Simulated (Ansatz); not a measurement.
Start from `CO[SiH2][SnH3]` and change one atom or group to get `CO[SiH2][NH][GeH3]`.

Ansatz, PBE0-D4/def2-TZVP geometries, multiplicity 1. Each molecule was computed in one conformer, which needn't be the lowest.

Elements past krypton have def2 core potentials. Scalar relativity is left out up to krypton.

```tsv
property	`CO[SiH2][SnH3]`
size of the dipole moment (ωB97M-V/def2-TZVPP) / D	1.08
HOMO–LUMO gap (ωB97M-V/def2-TZVPP) / eV	10.77
HOMO energy (ωB97M-V/def2-TZVPP) / eV	-9.48
LUMO energy (PBE/def2-TZVPP) / eV	-1.22
HOMO energy (PBE/def2-TZVPP) / eV	-6.27
HOMO–LUMO gap (PBE/def2-TZVPP) / eV	5.05
```

Task: Give the same properties after the change, and the shifts. (Best estimate.)

Result: The calculation gave: 
| property | `CO[SiH2][NH][GeH3]` | shift |
| --- | --- | --- |
| size of the dipole moment (ωB97M-V/def2-TZVPP) / D | 0.24 | -0.84 |
| HOMO–LUMO gap (ωB97M-V/def2-TZVPP) / eV | 11.81 | 1.04 |
| HOMO energy (ωB97M-V/def2-TZVPP) / eV | -9.90 | -0.42 |
| LUMO energy (PBE/def2-TZVPP) / eV | -0.56 | 0.66 |
| HOMO energy (PBE/def2-TZVPP) / eV | -6.21 | 0.06 |
| HOMO–LUMO gap (PBE/def2-TZVPP) / eV | 5.65 | 0.60 |

With PBE0 the HOMO falls by 0.13 eV and the LUMO rises by 0.68 eV, so the gap widens by about 0.81 eV. PBE moves the HOMO by 0.06 eV and ωB97M-V by -0.42 eV. Dipoles are sizes alone; their direction can turn.
